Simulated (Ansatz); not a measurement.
Geometry optimisation, RKS PBE0-D4/6-31G* (Ansatz 0.2.0).

input.yaml

```yaml
crystal:
  periodic: [false, false, false]
  atoms:
    - { symbol: B, position_ang: [0.021667, -0.184456, 0.304218] }
    - { symbol: "N", position_ang: [0.035694, -0.244329, 1.77231] }
    - { symbol: H, position_ang: [-0.792301, -0.469304, 2.298546] }
    - { symbol: H, position_ang: [0.896532, -0.27095, 2.292741] }
    - { symbol: F, position_ang: [1.149876, -0.030745, -0.374444] }
    - { symbol: F, position_ang: [-1.116845, -0.306879, -0.364132] }
    - { symbol: H, position_ang: [-0.294376, 2.194272, 0.356122] }
    - { symbol: H, position_ang: [-0.240047, 1.867891, 0.985038] }
basis:
  gaussian: { orbitals: "6-31G*" }
hamiltonian:
  xc: pbe0
  dispersion: d4
relax:
  f_tol: 0.03
  max_steps: 50
```

Launched with:

```bash
$ ansatz run input.yaml --threads 1 --pin off --max-ram 2048MiB --backend cpu --events-out ev --progress --plain --runs-dir out
```

**Question.** Where does it end, and by what steps?

**Answer.** The forces met the threshold. The force dipped under the threshold on the way, but the program's further checks kept it going. After 15 steps the energy has fallen by 0.302 eV; H7 moved furthest, 1.09 Å.

| step | energy less start (eV) | largest force component (eV/Å) | accepted |
| --- | --- | --- | --- |
| 0 | 0.0000 | 2.391 | yes |
| 1 | -0.1989 | 1.144 | yes |
| 2 | -0.2595 | 0.479 | yes |
| 3 | -0.2846 | 0.107 | yes |
| 4 | -0.2875 | 0.077 | yes |
| 5 | -0.2888 | 0.089 | yes |
| 6 | -0.2903 | 0.125 | yes |
| 7 | -0.2909 | 0.280 | yes |
| 8 | -0.2939 | 0.094 | yes |
| 9 | -0.2963 | 0.084 | yes |
| 10 | -0.2972 | 0.179 | yes |
| 11 | -0.2984 | 0.256 | yes |
| 12 | -0.3005 | 0.007 | yes |
| 13 | -0.3009 | 0.011 | yes |
| 14 | -0.3010 | 0.119 | yes |
| 15 | -0.3015 | 0.017 | yes |

```xyz
8
Properties=species:S:1:pos:R:3
B 0.083 -0.668 0.260
N 0.040 -0.292 1.607
H -0.819 -0.256 2.131
H 0.866 -0.045 2.126
F 1.236 -0.712 -0.403
F -1.029 -0.995 -0.396
H -0.407 3.125 0.914
H -0.310 2.396 1.030
```

Whether the end is a true minimum wasn't checked by a vibrational analysis.

Time of the run: 19 s on 1 thread of Intel(R) Xeon(R) 6975P-C (Granite Rapids), with other jobs on the host, peak memory 0.15 GiB.
